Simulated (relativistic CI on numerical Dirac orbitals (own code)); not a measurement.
# Er2+: resonant inelastic scattering at the M4,5 edge

Computed with this model: Dirac-Coulomb-Breit CI, separate exchange-only KLI orbitals for each configuration, model QED (radiative potential, 1s self-energy scaled to tabulated hydrogen-like ionisation energies), valence Slater integrals scaled by 0.8, Kramers-Heisenberg scattering through one core-hole configuration in a parametric crystal field; configurations [Xe] 4f12 → [Ar] 3d9 4s2 4p6 4d10 4f13 5s2 5p6; 300 K; core-hole width 0.6 eV; summed over polarisations. Incident energies are the highest absorption maxima for each field (at most a few, so the weaker spin-orbit partner edge can be absent), on the computed scale of the free ion. Intensities are in per cent of the strongest line above 0.02 eV; levels within 1 cm⁻¹ are merged; final levels count from the ground level, the first row holds all elastic scattering, lines under 0.4 are left out and each table stops after 24 rows. The scale of the Slater integrals is a model choice and moves the terms in proportion.

Field parameters in Wybourne normalisation. The field is a parameter set, without covalency.

S is read from ⟨S²⟩ = S(S + 1).

D4h, B20 = 900, B40 = 670, B44 = 890, B60 = -50, B64 = 40 cm⁻¹:

| Final level (eV) | Degeneracy | Irrep | S | 1403.4 eV | 1405.2 eV |
| --- | --- | --- | --- | --- | --- |
| 0.000 | 1 | B2 | 0.99 | 59.3 | 482.5 |
| 0.001 | 2 | E | 0.99 | 7.6 | 164.5 |
| 0.002 | 1 | A1 | 0.99 | 7.7 | 97.8 |
| 0.027 | 1 | A2 | 0.99 | 5.1 | 54.2 |
| 0.031 | 2 | E | 0.99 | 9.1 | 100.0 |
| 0.033 | 1 | B1 | 0.99 | 4.9 | 50.6 |
| 0.040 | 1 | A1 | 0.99 | 3.9 | 36.8 |
| 0.047 | 2 | E | 0.99 | 5.3 | 43.4 |
| 0.081 | 1 | B2 | 0.99 | 1.0 | 9.4 |
| 0.081 | 1 | B1 | 0.99 | 0.9 | 9.2 |
| 0.616 | 1 | B2 | 0.74 | 0.2 | 6.5 |
| 0.618 | 2 | E | 0.74 | 0.4 | 9.8 |
| 0.630 | 1 | A1 | 0.74 | 0.2 | 4.0 |
| 0.641 | 1 | A2 | 0.75 | 0.0 | 0.9 |
| 0.645 | 1 | B1 | 0.75 | 0.2 | 2.8 |
| 0.650 | 2 | E | 0.75 | 0.5 | 7.6 |
| 0.658 | 1 | A1 | 0.75 | 0.2 | 3.3 |
| 0.859 | 1 | B1 | 1.00 | 0.4 | 0.4 |
| 0.861 | 2 | E | 1.00 | 0.7 | 0.7 |
| 0.886 | 2 | E | 1.00 | 0.3 | 0.7 |
| 1.333 | 1 | B2 | 0.93 | 0.1 | 3.0 |
| 1.337 | 2 | E | 0.93 | 0.2 | 5.8 |
| 1.341 | 1 | A1 | 0.93 | 0.1 | 2.9 |
| 1.354 | 1 | B1 | 0.93 | 0.0 | 1.2 |

D3h, B20 = 220, B40 = -500, B60 = -300, B66 = 210 cm⁻¹:

```csv
Final level (eV),Degeneracy,S,1403.4 eV,1405.2 eV
0.000,1,0.99,78.8,681.6
0.004,2,0.99,9.2,167.9
0.012,2,0.99,14.3,164.5
0.018,1,0.99,7.1,74.6
0.020,1,0.99,3.1,50.7
0.020,1,0.99,3.3,51.3
0.021,2,0.99,8.6,68.8
0.026,2,0.99,11.2,100.0
0.026,1,0.99,7.0,67.4
0.612,2,0.74,0.3,7.9
0.616,2,0.74,0.4,13.0
0.616,1,0.74,0.3,7.7
0.620,2,0.74,0.3,9.5
0.625,1,0.75,0.1,3.8
0.633,1,0.75,0.2,4.6
0.861,2,1.00,0.7,0.7
0.868,2,1.00,0.6,0.7
0.873,2,1.00,0.4,0.6
0.876,2,1.00,0.4,0.5
1.323,1,0.93,0.1,3.3
1.329,1,0.92,0.1,1.9
1.330,2,0.93,0.2,5.6
1.334,2,0.92,0.1,3.9
1.339,1,0.92,0.1,1.6
```

For the first field the strongest loss at the lowest incident energy is the level at 0.03 eV (S = 0.99, against 0.99 in the thermal ground state).
